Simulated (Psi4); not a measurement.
BBr2 (SMILES Br[B]Br), doublet, geometry from GFN2-xTB. Base run: SVWN/def2-SV(P) in Psi4.

The Psi4 input:
```
memory 2 GB

molecule {
0 2
Br   -1.63757191   -0.08958501    0.00510133
B    -0.01549352    0.82472876   -0.03127262
Br    1.63978527   -0.02823338   -0.00063381
}

set {
  basis def2-sv(p)
  reference uks
}

energy('svwn')
print_variables()
```

Variants of this job, named by their change:

| change | E (Eh) | dipole (D) | <S^2> |
|---|---|---|---|
| base | -5166.70367 | 0.82 | 0.753 |
| functional = pbe | -5171.69989 | 0.75 | 0.753 |
| functional = hse06 | -5171.84770 | 0.56 | 0.754 |
| functional = blyp | -5172.54699 | 0.77 | 0.752 |
| functional = cam-b3lyp | -5172.73708 | 0.54 | 0.753 |
| functional = revpbe | -5172.06575 | 0.71 | 0.754 |
| functional = tpssh | -5172.35314 | 0.56 | 0.754 |
| functional = scan | -5172.98701 | 0.53 | 0.755 |
| functional = b3lyp5 | -5172.26727 | 0.62 | 0.753 |
| functional = b97m-v | -5171.60475 | 0.56 | 0.755 |
| functional = wb97x | -5172.55754 | 0.51 | 0.754 |
| functional = wb97m-v | -5172.21286 | 0.53 | 0.753 |
| functional = hf (with energy('scf')) | -5168.87382 | 0.04 | 0.756 |

Totals shift with the method and basis; they matter in differences.

Open shells are given as the SCF converged; they aren't shown to be the lowest states, and a large step between rows can be another state.
